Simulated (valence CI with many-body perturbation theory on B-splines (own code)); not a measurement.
# Which ion has this spectrum?

A relativistic CI+MBPT calculation for an atom or ion with 6 electrons gives these levels (eV):

| J | Parity | E | g |
| --- | --- | --- | --- |
| 0 | even | 0.0 |  |
| 1 | even | 425.9 | 1.48 |
| 2 | even | 442.2 | 1.16 |
| 2 | odd | 627.3 | 1.55 |
| 1 | odd | 691.8 | 1.09 |
| 2 | even | 881.9 | 1.30 |
| 0 | even | 925.5 |  |
| 2 | odd | 1034.8 | 1.55 |
| 3 | odd | 1071.6 | 1.31 |
| 0 | odd | 1112.0 |  |
| 1 | odd | 1128.1 | 1.30 |
| 2 | odd | 1138.4 | 1.07 |
| 1 | odd | 1141.7 | 1.34 |
| 2 | even | 1353.9 | 1.33 |

The energies are calculated, and their last digits are not significant.

(1) Which is it?
A. Ce52+
B. Nd54+
C. La51+
D. Ba50+

Results:

(1) C. La51+, ground level (2s^2 2p1/2^2) J=0.
